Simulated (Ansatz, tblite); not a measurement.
# Ligand exchange: CH4S2 + C2H8Si2 → CH6S2Si + C2H6Si

Gas-phase species: CH4S2 (methyl hydrodisulfide) `CSS`, singlet; C2H8Si2 `C=C[SiH2][SiH3]`, singlet; CH6S2Si `CSS[SiH3]`, singlet; C2H6Si (vinylsilane) `C=C[SiH3]`, singlet. The partners trade H for SiH3: S–H and Si–SiH3 bonds give way to S–SiH3 and Si–H.

Shapes, held fixed at every level: PBE0-D4/def2-TZVP. Flexible molecules stand in one conformer, not always the lowest. Programs: Ansatz 0.2.0, tblite 0.8.0. The zero-point and thermal change to 298 K, harmonic and unscaled (PBE0-D4/def2-TZVP), is +0.7 kJ/mol.

Problem. Estimate ΔH(298 K) of this reaction.

Solution. The highest level, CCSD(T)/CBS estimate, gives ΔH(298 K) = -56.9 kJ/mol; the levels span -181.2 to -51.5. GFN1-xTB strays far from the other rows. The column of differences is taken from that level and isn't an error. No measured value is set beside it here. The CBS estimate extrapolates MP2 from def2-TZVPP and def2-QZVPP and adds CCSD(T) − MP2 in the triple-zeta set, cores frozen.

```json
{"level": "GFN1-xTB", "kind": "semi-empirical", "ΔH(298 K) (kJ/mol)": "-181.2", "less CCSD(T)/CBS estimate": "-124.3"}
{"level": "HF/def2-SVP", "kind": "Hartree–Fock", "ΔH(298 K) (kJ/mol)": "-59.0", "less CCSD(T)/CBS estimate": "-2.1"}
{"level": "HF/def2-TZVPP", "kind": "Hartree–Fock", "ΔH(298 K) (kJ/mol)": "-59.3", "less CCSD(T)/CBS estimate": "-2.4"}
{"level": "r2SCAN-D4/def2-TZVPP", "kind": "meta-GGA", "ΔH(298 K) (kJ/mol)": "-51.5", "less CCSD(T)/CBS estimate": "+5.4"}
{"level": "BHLYP-D4/def2-TZVPP", "kind": "global hybrid", "ΔH(298 K) (kJ/mol)": "-58.0", "less CCSD(T)/CBS estimate": "-1.1"}
{"level": "wB97M-V/def2-TZVPP", "kind": "range-separated hybrid", "ΔH(298 K) (kJ/mol)": "-58.4", "less CCSD(T)/CBS estimate": "-1.5"}
{"level": "B2PLYP/def2-TZVPP", "kind": "double hybrid", "ΔH(298 K) (kJ/mol)": "-55.7", "less CCSD(T)/CBS estimate": "+1.2"}
{"level": "CCSD(T)/def2-TZVPP", "kind": "coupled cluster or CI", "ΔH(298 K) (kJ/mol)": "-54.3", "less CCSD(T)/CBS estimate": "+2.6"}
{"level": "CCSD(T)/CBS estimate", "kind": "coupled cluster or CI", "ΔH(298 K) (kJ/mol)": "-56.9", "less CCSD(T)/CBS estimate": "0.0"}
```
